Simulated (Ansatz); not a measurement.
`C#C[SiH2]C=O` + H₂O → `C#C[SiH2]O` + `C=O` at 400 K and 1 bar (formal hydrolysis of the Si–C bond).

Isolated molecules relaxed with PBE0-D4/def2-TZVP in Ansatz; ΔE leaves out vibrations. CBS: MP2 limit from def2 TZ/QZ plus the TZ coupled-cluster correction, frozen cores. This one scheme is used for every species. Each species was taken in one conformer, which may not be the lowest.

```csv
species,CCSD(T)/CBS energy (Eh),H − E (kJ/mol),S (J/(mol·K))
`C#C[SiH2]C=O`,-480.72477,173.5,378.6
H₂O,-76.37941,69.8,198.6
`C#C[SiH2]O`,-442.75166,159.5,337.5
`C=O`,-114.39408,83.9,229.4
```

H − E and S are ideal-gas, rigid-rotor, harmonic terms from PBE0-D4/def2-TZVP, for one conformer and one mirror image of each species. 1 Eh = 2625.50 kJ/mol, R = 8.31446 J/(mol·K).

**Question.** By hand: ΔE, ΔH, ΔS and ΔG.

**Answer.** ΔE = (-442.75166) + (-114.39408) − (-480.72477) − (-76.37941) = -0.04156 Eh = -109.1 kJ/mol. Δ(H − E) = 159.5 + 83.9 − 173.5 − 69.8 = 0.1, so ΔH = -109.0 kJ/mol. ΔS = 337.5 + 229.4 − 378.6 − 198.6 = -10.3 J/(mol·K). ΔG = -109.0 − 400 × (-10.3)/1000 = -104.9 kJ/mol.

**Question.** By hand: the equilibrium constant, and the temperature at which ΔG would vanish if ΔH and ΔS stayed fixed.

**Answer.** log₁₀ K = −ΔG/(RT ln 10) = 13.7. ΔG = 0 at ΔH/ΔS = 10583 K, far beyond where these terms or the molecules hold.

The number of gas molecules stays the same, so ΔS is small and ΔH decides. A doubt of 5 kJ/mol in ΔE shifts log₁₀ K by 0.7 here. Other conformers and mirror images would add mixing entropy, several J/(mol·K) or more a flexible species. Modes under 60 cm⁻¹, often nearly free rotors, make the harmonic entropy too high. These are equilibria of isolated gas molecules and say nothing of rates. Largest T1 diagnostic: 0.015 (customary marks: 0.02 for closed shells, 0.045 for open ones).
